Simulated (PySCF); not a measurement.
# Ionisation energy of Si(2+) by level of theory

Si(2+) [Ne] 3s2 (1S) → Si(3+) [Ne] 3s1 (2S), as a difference of total energies. Calculation: PySCF 2.14, in x2c-TZVPPall with one added diffuse shell each of s, p, d type (6s6p4d1f, 51 functions); scalar relativity by spin-free X2C-1e. Correlated levels: valence and next inner shell: 1s2 frozen. The calculations carry no spin-orbit coupling.

| method | ionisation energy (eV) | error (eV) |
| --- | --- | --- |
| UHF | 32.042 | -1.451 |
| MP2 (valence and next inner shell) | 33.134 | -0.359 |
| SCS-MP2 (valence and next inner shell) | 33.256 | -0.237 |
| CCSD (valence and next inner shell) | 33.376 | -0.117 |
| CCSD(T) (valence and next inner shell) | 33.408 | -0.085 |

Reference: 33.493 eV (measured; NIST Atomic Spectra Database, ionization energies).

Errors of the correlated levels include the incompleteness of this basis and the frozen core.
